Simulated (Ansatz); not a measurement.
Ansatz (a quantum-chemistry and plane-wave program) input (B3LYP-D3(BJ)/def2-TZVP):

Ansatz 0.2 input:
```yaml
crystal:
  periodic: [false, false, false]
  atoms:
    - {symbol: Si, position_ang: [0.27762055, -0.20622308, -0.09568448]}
    - {symbol: Cl, position_ang: [0.51826351, -1.33995836, 1.81585640]}
    - {symbol: N, position_ang: [1.48769682, -0.33555522, -1.19366661]}
    - {symbol: N, position_ang: [0.17775934, 1.43599406, 0.54486893]}
    - {symbol: N, position_ang: [-1.36679122, -0.77852366, -0.36866905]}
    - {symbol: H, position_ang: [1.54019500, -1.20014077, -1.71849476]}
    - {symbol: H, position_ang: [0.91222332, 2.00398800, 0.15046102]}
    - {symbol: H, position_ang: [0.27999948, 1.46714800, 1.55011761]}
    - {symbol: H, position_ang: [-1.82010368, -0.29442931, -1.12919762]}
    - {symbol: H, position_ang: [-1.97266659, -0.74533778, 0.43920301]}
basis:
  gaussian:
    orbitals: def2-TZVP
hamiltonian:
  xc: b3lyp
  dispersion: d3bj
total_charge: -1
relax: {f_tol: 0.002, max_steps: 150}
```

Output:

```
Functional definition: B3LYP
integrals: 0.13 GiB planned
1209 factors; their error is unknown
mean field: 1.07 GiB planned
mean field evaluation 1: about -24945.6621 eV, gradient 8.6e1 eV
mean field evaluation 2: about -24904.8290 eV, gradient 1.4e2 eV
mean field evaluation 4: about -24959.4488 eV, gradient 1.2e1 eV
mean field evaluation 8: about -24959.6938 eV, gradient 1.6e-1 eV
mean field evaluation 16: about -24959.7481 eV, gradient 2.6e-4 eV
mean field -24959.74805349 eV, -917.2538226407 hartree, gradient 2.2e-5 eV, S^2 0.000000; 0 other end points of the search recorded, 0 dependent functions left out
the calculation of the forces begins
reference -24959.74832405 eV, -917.2538325839 hartree; 29, 29 occupied and 168, 168 virtual orbitals, 1209 factors
relax step   1: F+E_penalty+E_count = -24960.19456719 eV  Δ(F+E_penalty+E_count) = +0.000e0 eV  max|allowed force component| = 5.149e-1 eV/Å  Δτ_max = 0.0000 Å  (30 SCF iters, accepted)
these checks for a lower state are left out or cut short: starts, cluster_reference, orbital_swaps, neighbouring_geometries, increment
integrals: 0.13 GiB planned
1209 factors; their error is unknown
mean field: 1.07 GiB planned
mean field -24959.77996758 eV, -917.2549954622 hartree, gradient 2.3e-5 eV, S^2 0.000000; 0 other end points of the search recorded, 0 dependent functions left out
the calculation of the forces begins
reference -24959.78023916 eV, -917.2550054424 hartree; 29, 29 occupied and 168, 168 virtual orbitals, 1209 factors
relax step   2: F+E_penalty+E_count = -24960.22530920 eV  Δ(F+E_penalty+E_count) = -3.074e-2 eV  max|allowed force component| = 2.156e-1 eV/Å  Δτ_max = 0.0563 Å  (32 SCF iters, accepted)
these checks for a lower state are left out or cut short: starts, cluster_reference, orbital_swaps, neighbouring_geometries, increment
integrals: 0.13 GiB planned
1209 factors; their error is unknown
mean field: 1.07 GiB planned
mean field evaluation 32: about -24959.7881 eV, gradient 1.9e-5 eV
mean field -24959.78809090 eV, -917.2552939885 hartree, gradient 1.9e-5 eV, S^2 0.000000; 0 other end points of the search recorded, 0 dependent functions left out
the calculation of the forces begins
reference -24959.78836234 eV, -917.2553039640 hartree; 29, 29 occupied and 168, 168 virtual orbitals, 1209 factors
relax step   3: F+E_penalty+E_count = -24960.23381019 eV  Δ(F+E_penalty+E_count) = -8.501e-3 eV  max|allowed force component| = 1.024e-1 eV/Å  Δτ_max = 0.0670 Å  (31 SCF iters, accepted)
these checks for a lower state are left out or cut short: starts, cluster_reference, orbital_swaps, neighbouring_geometries, increment
integrals: 0.13 GiB planned
1209 factors; their error is unknown
mean field: 1.07 GiB planned
mean field -24959.78938681 eV, -917.2553416125 hartree, gradient 1.6e-5 eV, S^2 0.000000; 0 other end points of the search recorded, 0 dependent functions left out
the calculation of the forces begins
reference -24959.78965805 eV, -917.2553515802 hartree; 29, 29 occupied and 168, 168 virtual orbitals, 1209 factors
relax step   4: F+E_penalty+E_count = -24960.23517248 eV  Δ(F+E_penalty+E_count) = -1.362e-3 eV  max|allowed force component| = 6.289e-2 eV/Å  Δτ_max = 0.0200 Å  (32 SCF iters, accepted)
these checks for a lower state are left out or cut short: starts, cluster_reference, orbital_swaps, neighbouring_geometries, increment
integrals: 0.13 GiB planned
1209 factors; their error is unknown
mean field: 1.07 GiB planned
mean field -24959.79049355 eV, -917.2553822844 hartree, gradient 1.6e-5 eV, S^2 0.000000; 0 other end points of the search recorded, 0 dependent functions left out
the calculation of the forces begins
reference -24959.79076437 eV, -917.2553922370 hartree; 29, 29 occupied and 168, 168 virtual orbitals, 1209 factors
relax step   5: F+E_penalty+E_count = -24960.23639995 eV  Δ(F+E_penalty+E_count) = -1.227e-3 eV  max|allowed force component| = 3.694e-2 eV/Å  Δτ_max = 0.0367 Å  (32 SCF iters, accepted)
these checks for a lower state are left out or cut short: starts, cluster_reference, orbital_swaps, neighbouring_geometries, increment
integrals: 0.13 GiB planned
1209 factors; their error is unknown
mean field: 1.07 GiB planned
mean field -24959.79119658 eV, -917.2554081202 hartree, gradient 1.6e-5 eV, S^2 0.000000; 0 other end points of the search recorded, 0 dependent functions left out
the calculation of the forces begins
reference -24959.79146725 eV, -917.2554180672 hartree; 29, 29 occupied and 168, 168 virtual orbitals, 1209 factors
relax step   6: F+E_penalty+E_count = -24960.23671321 eV  Δ(F+E_penalty+E_count) = -3.133e-4 eV  max|allowed force component| = 4.425e-2 eV/Å  Δτ_max = 0.0192 Å  (33 SCF iters, accepted)
these checks for a lower state are left out or cut short: starts, cluster_reference, orbital_swaps, neighbouring_geometries, increment
integrals: 0.13 GiB planned
1209 factors; their error is unknown
mean field: 1.07 GiB planned
mean field -24959.79174326 eV, -917.2554282102 hartree, gradient 1.6e-5 eV, S^2 0.000000; 0 other end points of the search recorded, 0 dependent functions left out
the calculation of the forces begins
reference -24959.79201376 eV, -917.2554381509 hartree; 29, 29 occupied and 168, 168 virtual orbitals, 1209 factors
relax step   7: F+E_penalty+E_count = -24960.23729852 eV  Δ(F+E_penalty+E_count) = -5.853e-4 eV  max|allowed force component| = 2.552e-2 eV/Å  Δτ_max = 0.0323 Å  (32 SCF iters, accepted)
these checks for a lower state are left out or cut short: starts, cluster_reference, orbital_swaps, neighbouring_geometries, increment
integrals: 0.13 GiB planned
1209 factors; their error is unknown
mean field: 1.07 GiB planned
mean field evaluation 64: about -24959.7918 eV, gradient 3.1e-1 eV
mean field -24959.79194202 eV, -917.2554355145 hartree, gradient 1.6e-5 eV, S^2 0.000000; 0 other end points of the search recorded, 0 dependent functions left out
the calculation of the forces begins
reference -24959.79221237 eV, -917.2554454496 hartree; 29, 29 occupied and 168, 168 virtual orbitals, 1209 factors
relax step   8: F+E_penalty+E_count = -24960.23758444 eV  Δ(F+E_penalty+E_count) = -2.859e-4 eV  max|allowed force component| = 4.579e-2 eV/Å  Δτ_max = 0.0332 Å  (32 SCF iters, accepted)
these checks for a lower state are left out or cut short: starts, cluster_reference, orbital_swaps, neighbouring_geometries, increment
integrals: 0.13 GiB planned
1209 factors; their error is unknown
mean field: 1.07 GiB planned
mean field -24959.79204669 eV, -917.2554393610 hartree, gradient 1.6e-5 eV, S^2 0.000000; 0 other end points of the search recorded, 0 dependent functions left out
the calculation of the forces begins
reference -24959.79231702 eV, -917.2554492958 hartree; 29, 29 occupied and 168, 168 virtual orbitals, 1209 factors
relax step   9: F+E_penalty+E_count = -24960.23773903 eV  Δ(F+E_penalty+E_count) = -1.546e-4 eV  max|allowed force component| = 2.624e-2 eV/Å  Δτ_max = 0.0107 Å  (33 SCF iters, accepted)
these checks for a lower state are left out or cut short: starts, cluster_reference, orbital_swaps, neighbouring_geometries, increment
integrals: 0.13 GiB planned
1209 factors; their error is unknown
mean field: 1.07 GiB planned
mean field -24959.79201626 eV, -917.2554382427 hartree, gradient 1.6e-5 eV, S^2 0.000000; 0 other end points of the search recorded, 0 dependent functions left out
the calculation of the forces begins
reference -24959.79228652 eV, -917.2554481746 hartree; 29, 29 occupied and 168, 168 virtual orbitals, 1209 factors
relax step  10: F+E_penalty+E_count = -24960.23782937 eV  Δ(F+E_penalty+E_count) = -9.034e-5 eV  max|allowed force component| = 8.814e-3 eV/Å  Δτ_max = 0.0152 Å  (32 SCF iters, accepted)
these checks for a lower state are left out or cut short: starts, cluster_reference, orbital_swaps, neighbouring_geometries, increment
integrals: 0.13 GiB planned
1209 factors; their error is unknown
mean field: 1.07 GiB planned
mean field -24959.79206447 eV, -917.2554400147 hartree, gradient 1.6e-5 eV, S^2 0.000000; 0 other end points of the search recorded, 0 dependent functions left out
the calculation of the forces begins
reference -24959.79233470 eV, -917.2554499454 hartree; 29, 29 occupied and 168, 168 virtual orbitals, 1209 factors
relax step  11: F+E_penalty+E_count = -24960.23784433 eV  Δ(F+E_penalty+E_count) = -1.496e-5 eV  max|allowed force component| = 8.447e-3 eV/Å  Δτ_max = 0.0075 Å  (33 SCF iters, accepted)
these checks for a lower state are left out or cut short: starts, cluster_reference, orbital_swaps, neighbouring_geometries, increment
integrals: 0.13 GiB planned
1209 factors; their error is unknown
mean field: 1.07 GiB planned
mean field evaluation 96: about -24959.7921 eV, gradient 1.6e-5 eV
mean field -24959.79205537 eV, -917.2554396800 hartree, gradient 1.6e-5 eV, S^2 0.000000; 0 other end points of the search recorded, 0 dependent functions left out
the calculation of the forces begins
reference -24959.79232558 eV, -917.2554496100 hartree; 29, 29 occupied and 168, 168 virtual orbitals, 1209 factors
relax step  12: F+E_penalty+E_count = -24960.23785191 eV  Δ(F+E_penalty+E_count) = -7.584e-6 eV  max|allowed force component| = 4.624e-3 eV/Å  Δτ_max = 0.0015 Å  (34 SCF iters, accepted)
these checks for a lower state are left out or cut short: starts, cluster_reference, orbital_swaps, neighbouring_geometries, increment
integrals: 0.13 GiB planned
1209 factors; their error is unknown
mean field: 1.07 GiB planned
mean field -24959.79206958 eV, -917.2554402023 hartree, gradient 2.2e-5 eV, S^2 0.000000; 0 other end points of the search recorded, 0 dependent functions left out
the calculation of the forces begins
reference -24959.79233978 eV, -917.2554501321 hartree; 29, 29 occupied and 168, 168 virtual orbitals, 1209 factors
relax step  13: F+E_penalty+E_count = -24960.23785405 eV  Δ(F+E_penalty+E_count) = -2.135e-6 eV  max|allowed force component| = 1.923e-3 eV/Å  Δτ_max = 0.0007 Å  (23 SCF iters, accepted)
integrals: 0.13 GiB planned
1209 factors; their error is unknown
mean field: 1.07 GiB planned
mean field -24959.79206958 eV, -917.2554402023 hartree, gradient 2.2e-5 eV, S^2 0.000000; 1 other end points of the search recorded, 0 dependent functions left out
the calculation of the forces begins
reference -24959.79233978 eV, -917.2554501321 hartree; 29, 29 occupied and 168, 168 virtual orbitals, 1209 factors
Total energy: -24960.23812425 eV, -917.2718324093 hartree
Atom 0 at     0.286532    -0.193685    -0.087022 Å, force     0.001179     0.000712     0.000341 eV/Å
Atom 1 at     0.526160    -1.305172     1.854227 Å, force     0.000170    -0.000090    -0.000089 eV/Å
Atom 2 at     1.431435    -0.318147    -1.236377 Å, force    -0.001923    -0.001453     0.000756 eV/Å
Atom 3 at     0.236750     1.464844     0.500910 Å, force    -0.000153    -0.001046     0.000004 eV/Å
Atom 4 at    -1.342807    -0.790273    -0.384213 Å, force    -0.000030    -0.000316     0.000037 eV/Å
Atom 5 at     1.464543    -1.193229    -1.746403 Å, force     0.000961     0.001039    -0.000374 eV/Å
Atom 6 at     1.103609     1.932738     0.264531 Å, force     0.000276     0.000410    -0.000278 eV/Å
Atom 7 at     0.090313     1.546281     1.498414 Å, force    -0.000196     0.000205    -0.000169 eV/Å
Atom 8 at    -1.828471    -0.267218    -1.102154 Å, force    -0.000073     0.000389    -0.000388 eV/Å
Atom 9 at    -1.933870    -0.869175     0.432881 Å, force    -0.000211     0.000150     0.000160 eV/Å
Dipole moment:    -0.609465     0.176214     0.457245 e Å
```

It need not be the lowest isomer of its formula. Whether it binds its extra electron was not tested at this geometry.
